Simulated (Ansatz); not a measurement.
Frontier orbitals of H2OSiZn.

```xyz
5

O     0.441    1.399    0.849
Si    0.213   -0.051    0.429
Zn   -0.990    0.452   -2.004
H    -0.926   -0.885    0.908
H     1.264   -0.915   -0.181
```

Charge 0, multiplicity 1. For Zn the d shell is correlated and the shells below it are frozen. Scalar relativity is left out up to krypton. The bonds changed during the relaxation, so this is another structure than the one it started from. The geometry is a stationary point of PBE0-D4/def2-TZVP. Basis def2-TZVPP, Ansatz.

A caution on the coupled-cluster cation, which keeps the state that its UHF reference found: large T1 diagnostic of the cation; spin contamination of the cation.

```
functional  HOMO (eV)  LUMO (eV)  gap (eV)
       PBE      -6.25      -3.29      2.96
    revPBE      -6.19      -3.21      2.98
      PBE0      -7.15      -2.59      4.56
 CAM-B3LYP      -8.39      -1.65      6.74
   ωB97M-V      -9.15      -0.81      8.34
```

(1) What is the vertical ionisation energy at frozen-core CCSD(T)/def2-TZVPP? (An estimate is asked.)

## Answers

(1) Ansatz gave: 9.21 eV (T1 of the cation 0.049).

A quarter of exact exchange (PBE0) shifts PBE's HOMO by −0.90 eV and its LUMO by +0.70 eV; full exchange at long range (ωB97M-V) shifts them by −2.90 and +2.48 eV. The gap opens from 2.96 to 8.34 eV, since occupied levels lose self-interaction and empty ones feel all the electrons. −ε(HOMO) differs from that ionisation energy by −2.97 eV with PBE and −0.06 eV with ωB97M-V.
